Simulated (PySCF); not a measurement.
# Ionisation energy of Kr²³⁺ by level of theory

Kr²³⁺ [Ne] 3s2 3p1 (2P) → Kr²⁴⁺ [Ne] 3s2 (1S), as a difference of total energies. Calculation: PySCF 2.14, in an even-tempered Gaussian basis (18 s from 2.2 bohr⁻², ratio 2.5; 12 p from 2.9 bohr⁻², ratio 2.5; 5 d from 13 bohr⁻², ratio 2.7; 4 f from 20 bohr⁻², ratio 2.7); the spin-free X2C one-electron Hamiltonian (Gaussian nucleus). Correlated levels: outer shells: 1s2 frozen; virtual orbitals above 40 to 60 times the deepest correlated orbital energy dropped. The calculations carry no spin-orbit coupling.

| method | ionisation energy (eV) |
| --- | --- |
| UHF | 1041.8 |
| LDA | 1043.3 |
| PBE | 1043.7 |
| PBE0 | 1043.5 |
| r2SCAN | 1043.5 |
| B2PLYP | 1043.4 |
| SCS-MP2 (outer shells) | 1042.2 |

Task: Estimate what MP2 (outer shells) gives.

Result: 1042.3 eV, closest to SCS-MP2 (outer shells) among the rows shown.

Task: Estimate what M06-L gives.

Result: 1042.7 eV, closest to SCS-MP2 (outer shells) among the rows shown.

A first-order spin-orbit estimate (lowest level to lowest level, LS coupling) adds 7.793 eV.

Breit and QED terms and the two-electron picture change are absent.

For comparison: 1042 ± 5 eV (semi-empirical (NIST evaluation); NIST Atomic Spectra Database, ionization energies).
